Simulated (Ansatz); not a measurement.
BrClH$_{2}$S$_{2}$Si, SMILES `S[Si](S)(Cl)Br`, relaxed with RKS PBE-D4/def2-SVP in Ansatz from a rough embedded geometry. The force threshold is 0.03 eV/Å; the program also tests the step.

Total charge 0; spin multiplicity 1.

Start:

```xyz
7

S    -1.169   -1.175   -1.241
Si   -0.038    0.031    0.038
S     1.923    0.134   -0.717
Cl   -0.763    1.897    0.145
Br   -0.014   -0.807    2.083
H    -2.382   -1.031   -0.544
H     2.444    0.951    0.236
```

| step | energy (eV) | largest force (eV/Å) | largest move (Å) |
| --- | --- | --- | --- |
| 1 | -112103.7179 | 1.294 | 0.000 |
| 2 | -112103.7886 | 0.898 | 0.195 |
| 3 | -112103.8907 | 0.250 | 0.142 |
| 4 | -112103.8938 | 0.108 | 0.007 |
| 5 | -112103.8946 | 0.008 | 0.007 |

End:

```xyz
7

S    -1.144   -1.182   -1.284
Si   -0.031    0.050    0.065
S     1.934    0.081   -0.780
Cl   -0.839    1.959    0.216
Br   -0.035   -0.770    2.150
H    -2.297   -1.033   -0.571
H     2.413    0.896    0.203
```

It took 13 s on 4 threads of an Arm Neoverse N1 on a shared host, with 0.18 GiB of host memory at the peak.
